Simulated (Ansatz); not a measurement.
System: C4H2, charge 0, singlet. C4H2 (SMILES C#CC#C).
B3LYP-D3(BJ)/def2-TZVP minimum from Ansatz (a first-principles code):
```xyz
6

C      0.0000     0.0000    -1.8866
C      0.0000     0.0000    -0.6818
C      0.0000     0.0000     0.6818
C      0.0000     0.0000     1.8866
H      0.0000     0.0000    -2.9488
H      0.0000     0.0000     2.9488
```
Charge 0, spin multiplicity 1.

Property: atomisation energy (electronic, to ground-state atoms), in kcal/mol. Open shells are spin-unrestricted; no spin-orbit coupling. CBS(X,Y): correlation extrapolated as X^-3, Hartree-Fock from the larger set (Q,5: extrapolated as (X+1)exp(-9√X)). A bracket is a step between two methods taken in the basis named. Functionals run without relativity, which enters their misses. Double hybrids freeze cores in their MP2 part. 'core' is core correlation in cc-pwCVTZ, 'X2C' scalar relativity in cc-pVTZ-DK, both at CCSD(T). Where a partner has so few electrons that a lower coupled-cluster level is exact, that level stands in. The restricted determinant of C4H2 (C#CC#C, singlet) is unstable towards broken spin symmetry in at least one set run.

CCSD(T)/CBS(cc-pVQZ,cc-pV5Z) + [CCSDT(Q) - CCSD(T)]/cc-pVDZ + core + X2C (Ansatz) gives 697.2 kcal/mol.

Question: What does PBE/def2-TZVPD (Ansatz) give here, and how do the other levels compare?

Answer: PBE gives 726.7 kcal/mol, 29.5 kcal/mol above it. Differences of the others: r2SCAN/def2-TZVPD (Ansatz) 1.5; B3LYP/def2-TZVPD (Ansatz) -3.0; PBE0/def2-TZVPD (Ansatz) 6.0; B2PLYP/def2-TZVPD (Ansatz) -3.1; CCSD(T)/CBS(cc-pVQZ,cc-pV5Z) + core + X2C (Ansatz) -1.0 kcal/mol. Nearer than PBE: r2SCAN/def2-TZVPD, B3LYP/def2-TZVPD, PBE0/def2-TZVPD, B2PLYP/def2-TZVPD, CCSD(T)/CBS(cc-pVQZ,cc-pV5Z) + core + X2C.
